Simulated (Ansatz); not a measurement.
The inner images of a band of CH5Ga (7 atoms, charge 0, multiplicity 1) are given out of order.

Computed with Ansatz, RKS PBE-D4/def2-SVP.

Image 0:

```xyz
7
Properties=species:S:1:pos:R:3
Ga 0.236 0.002 0.118
H 0.207 -0.001 1.706
H 1.635 -0.003 -0.631
C -1.473 0.004 -0.873
H -2.045 -0.914 -0.620
H -2.098 0.862 -0.547
H -1.345 0.050 -1.971
```

Image 8:

```xyz
7
Properties=species:S:1:pos:R:3
Ga 0.494 0.063 -1.592
H 0.513 -0.043 1.422
H 1.240 -0.022 1.168
C -1.487 0.008 -1.031
H -1.735 -0.914 -0.460
H -1.766 0.879 -0.396
H -2.142 0.029 -1.931
```

Q: Put them in order from the first end to the last, with their energies above the first end.
A.
```xyz
7
Properties=species:S:1:pos:R:3
Ga 0.312 0.005 -0.170
H 0.051 -0.027 1.386
H 1.869 0.014 -0.086
C -1.489 0.005 -0.966
H -1.938 -0.899 -0.499
H -1.961 0.866 -0.442
H -1.728 0.036 -2.042
```
B.
```xyz
7
Properties=species:S:1:pos:R:3
Ga 0.364 0.011 -0.401
H 0.150 -0.027 1.235
H 1.751 0.010 0.239
C -1.510 0.005 -0.962
H -1.924 -0.908 -0.481
H -1.949 0.870 -0.419
H -1.765 0.038 -2.031
```
C.
```xyz
7
Properties=species:S:1:pos:R:3
Ga 0.498 0.026 -0.877
H 0.478 -0.024 1.152
H 1.346 -0.001 0.622
C -1.520 0.004 -0.896
H -1.939 -0.922 -0.457
H -1.969 0.878 -0.387
H -1.776 0.040 -1.977
```
D.
```xyz
7
Properties=species:S:1:pos:R:3
Ga 0.282 0.002 -0.003
H 0.064 -0.025 1.565
H 1.806 0.018 -0.422
C -1.468 0.004 -0.922
H -1.986 -0.900 -0.533
H -2.011 0.868 -0.481
H -1.570 0.034 -2.023
```
E.
```xyz
7
Properties=species:S:1:pos:R:3
Ga 0.456 0.020 -0.679
H 0.288 -0.025 1.191
H 1.532 0.005 0.467
C -1.515 0.004 -0.924
H -1.929 -0.917 -0.469
H -1.957 0.876 -0.403
H -1.758 0.038 -2.001
```
F.
```xyz
7
Properties=species:S:1:pos:R:3
Ga 0.532 0.037 -1.157
H 0.569 -0.027 1.202
H 1.256 -0.007 0.802
C -1.509 0.004 -0.897
H -1.922 -0.924 -0.445
H -1.953 0.875 -0.369
H -1.856 0.042 -1.955
```
G.
```xyz
7
Properties=species:S:1:pos:R:3
Ga 0.522 0.048 -1.382
H 0.559 -0.031 1.329
H 1.243 -0.011 0.964
C -1.497 0.005 -0.963
H -1.835 -0.922 -0.449
H -1.862 0.872 -0.369
H -2.013 0.041 -1.949
```

A: D (+2.2 kcal/mol), A (+11.7 kcal/mol), B (+34.5 kcal/mol), E (+52.7 kcal/mol), C (+37.9 kcal/mol), F (+20.8 kcal/mol), G (+18.1 kcal/mol).

Run time: 2.8 min on 1 thread of Arm Neoverse V1 (shared host), peak memory 0.12 GiB.
